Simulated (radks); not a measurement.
Results of a calculation; reference values are marked as such.
Q: All-electron atom: neutral boron in [He] 2s2 2p0.75 3s0.25 (fractional occupations, a model configuration). Code: a radial shooting solver on a logarithmic mesh with Libxc functionals. Model: Dirac Kohn-Sham, BP86, spin-unpolarised, spherical densities, finite nucleus; open shells fill j = l - 1/2 first; Fermi nuclear charge, rms radius 2.406 fm.

Spin-orbit splittings of the eigenvalues, e(l+1/2) - e(l-1/2), with zeta = 2 splitting/(2l+1) and mean radii in bohr:

| shell | occ. | splitting (eV) | zeta (eV) | <r> j=l-1/2 | <r> j=l+1/2 |
|---|---|---|---|---|---|
| 2p | 0.75 | ? | ? | 2.172 | 2.173 |
| 3p | 0 | 0.0001217 | 0.00008112 | 11.32 | 11.32 |

Estimate the 2p splitting.

A: 0.003557 eV (zeta = 0.002371 eV).
